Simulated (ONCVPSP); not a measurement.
## What one change does to a pseudopotential (O, ONCV)

* Element: O
* Generator: ONCVPSP 4.0.1
* Type: optimised norm-conserving Vanderbilt (ONCV)
* Functional: PBE
* Relativity: scalar-relativistic
* Frozen core: [He]
* Valence charge: 6
* Reference configuration: 2s2 2p4
* Partial waves: 2s: rc 0.90 bohr, ncon 3, nbas 6, qcut 8.6 1/bohr, 1 projector; 2p: rc 1.85 bohr, ncon 3, nbas 6, qcut 7.1 1/bohr, 2 projectors, debl 3.6 Ha
* Local potential: polynomial inside 0.80 bohr (lpopt 5, dvloc0 0 Ha)
* Core correction: Teter function, parameters optimised by the program

Change: p: nproj 1.

Cutoffs: the cutoffs (Ha) at which the residual kinetic energy of the hardest occupied pseudo-wave falls to 1 and 0.1 mHa per electron; they do not see the model core or the augmentation charge, which bear on the density cutoff. Errors are all-electron minus pseudo energies relative to the spin-unpolarised reference configuration.

Problem. What does the change do?

Solution. The potential gets neither clearly harder nor softer (33 Ha and 94 Ha → 33 Ha and 94 Ha); of the 4 tests that both files solve, the error grows in 0 and shrinks in 1 by more than 15 % and 0.3 meV (median size 1545.6 → 1423.2 meV); the range in which the p phases agree narrows (upper end at the end of the scan → 0.7); neither file shows a bound ghost.

| quantity | base | changed |
| --- | --- | --- |
| cutoff, loose | 33 Ha | 33 Ha |
| cutoff, tight | 94 Ha | 94 Ha |
| bound ghosts | none | none |
| GHOST(+) flags under 300 eV | none | none |
| error for 2s2 2p3, meV [ΔE 16.43 eV] | +92 | +64 |
| error for 2s2 2p2, meV [ΔE 50.02 eV] | +675 | +574 |
| error for 2s2 2p1, meV [ΔE 103.89 eV] | +2416 | +2272 |
| error for 2s2 2p0, meV [ΔE 180.79 eV] | +6231 | +6231 |
| s: phases at 0.91 bohr within 0.05 rad from the reference energy up to (Ha; the scan ends near 5) | to the end of the scan | to the end of the scan |
| p: phases at 1.88 bohr within 0.05 rad from the reference energy up to (Ha; the scan ends near 5) | to the end of the scan | 0.7 |
| rms error of d²Exc/dni dnj with the model core, mHa | 1.01 | 1.01 |
